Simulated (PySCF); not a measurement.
Estimate the missing entries of this data sheet.

Species: ZnMeBr, CH3BrZn (singlet state).
Cartesian coordinates in Å at the PBE0-D3(BJ)/def2-SVP level; atoms count from 1:
```
atom  x, y, z in Å
Zn1   -0.0076    0.0087   -1.1079
C2     0.0035    0.0021    0.8256
H3    -0.4486    0.9237    1.2226
H4     1.0337   -0.0690    1.2066
H5    -0.5670   -0.8564    1.2117
Br6   -0.0140   -0.0091   -3.3586
```

```csv
property,level,value
point group,PBE0-D3(BJ)/def2-SVP,?
"rotational constants A, B, C",PBE0-D3(BJ)/def2-SVP,"157.350, 1.555, 1.555 GHz"
dipole moment,PBE0/def2-SVPD,2.38 D
HOMO energy,PBE0/def2-SVPD,-8.22 eV
LUMO energy,PBE0/def2-SVPD,?
lowest singlet excitation,TDDFT PBE0/def2-SVPD,"6.22 eV (199 nm, f = 0.070 summed over 2 states within 0.01 eV)"
strongest line among the 15 lowest singlet transitions,TDDFT PBE0/def2-SVPD,"S9 at 7.37 eV (168 nm, f = 0.508)"
lowest triplet excitation (Tamm–Dancoff),TDA PBE0/def2-SVPD,?
static isotropic polarisability,PBE0/def2-SVPD,60.1 au
electronic spatial extent ⟨r²⟩ about the centre of nuclear charge,PBE0/def2-SVPD,698 bohr²
13C chemical shifts (computed TMS as zero) by class,GIAO B3LYP/pcSseg-1 (pcSseg-2 on Zn),?
1H chemical shifts (computed TMS as zero) by class,GIAO B3LYP/pcSseg-1 (pcSseg-2 on Zn),?
largest of the computed one-bond spin–spin couplings (means over like bonds),"PBE/pcJ-1 (pcSseg-1 on Br, pcSseg-1 on Zn)",13C–1H +126.0 (C2–H3 and 2 like it) Hz
```

Electronic properties: PySCF, gas phase, density fitting. Relativistic effects, spin–orbit coupling among them, are left out although an element past zinc is present.

Problem. What is the LUMO energy?

Solution. -0.70 eV.

Problem. Give the 13C chemical shifts (computed TMS as zero) by class.

Solution. -11.8 (C2) ppm.

Problem. The 1H chemical shifts (computed TMS as zero) by class?

Solution. 0.20 (H3/H4/H5) ppm.

Problem. What is the lowest triplet excitation (Tamm–Dancoff)?

Solution. 5.77 eV.

Problem. Give the point group.

Solution. C3v.

The largest Löwdin shares of the LUMO are 0.46 on Zn1, 0.29 on Br6 and 0.18 on C2. The rotational constants are those of a prolate symmetric top. No computed singlet falls in the visible range (750 to 380 nm, 1.65 to 3.26 eV); S1 lies 2.96 eV above its blue end. Point group C3v permits a dipole; with 2.38 D the species has a pure rotational spectrum. With B = h/(8π²I), that is 505.379 GHz u Å² over I, the principal moments of inertia are 3.21, 324.9 and 324.9 u Å² (most abundant isotopes); the inertial defect Ic − Ia − Ib is -3.2 u Å² (zero for a rigid planar frame, negative otherwise). The 15 singlets span 6.22 to 8.79 eV, and their oscillator strengths add up to 1.33.

For the spin–spin coupling job (PBE/pcJ-1 (pcSseg-1 on Br, pcSseg-1 on Zn)), the run took 12 s of wall time on one thread of an x86-64 server, no GPU, on a shared host.
